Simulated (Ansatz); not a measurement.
`N#C[SiH](F)Cl` → `F[Si]Cl` + `C#N` at 500 K and 1 bar (silylene formation by 1,1-elimination).

Gas-phase electronic energies from Ansatz, PBE0-D4/def2-TZVP geometries. CCSD(T)/CBS is the MP2 limit (def2-TZVPP, def2-QZVPP) plus CCSD(T) − MP2 in def2-TZVPP, frozen cores. This one scheme is used for every species.

| species | CCSD(T)/CBS energy (Eh) | H − E (kJ/mol) | S (J/(mol·K)) |
| --- | --- | --- | --- |
| `N#C[SiH](F)Cl` | -942.11148 | 95.1 | 375.4 |
| `F[Si]Cl` | -848.72390 | 32.0 | 301.6 |
| `C#N` | -93.32098 | 60.1 | 220.8 |

H − E and S are ideal-gas, rigid-rotor, harmonic terms from PBE0-D4/def2-TZVP, for one conformer and one mirror image of each species. 1 Eh = 2625.50 kJ/mol, R = 8.31446 J/(mol·K).

**Question.** By hand: ΔE, ΔH, ΔS and ΔG.

**Answer.** ΔE = (-848.72390) + (-93.32098) − (-942.11148) = 0.06660 Eh = 174.9 kJ/mol. Δ(H − E) = 32.0 + 60.1 − 95.1 = -3.0, so ΔH = 171.9 kJ/mol. ΔS = 301.6 + 220.8 − 375.4 = 147.0 J/(mol·K). ΔG = 171.9 − 500 × (147.0)/1000 = 98.4 kJ/mol.

**Question.** By hand: the equilibrium constant, and the temperature at which ΔG would vanish if ΔH and ΔS stayed fixed.

**Answer.** log₁₀ K = −ΔG/(RT ln 10) = -10.3. ΔG = 0 at ΔH/ΔS = 1169 K.

The number of gas molecules changes by +1, which sets the sign of ΔS. A doubt of 5 kJ/mol in ΔE shifts log₁₀ K by 0.5 here. Other conformers and mirror images would add mixing entropy, several J/(mol·K) or more a flexible species. These are equilibria of isolated gas molecules and say nothing of rates. Largest T1 diagnostic: 0.014 (customary marks: 0.02 for closed shells, 0.045 for open ones).
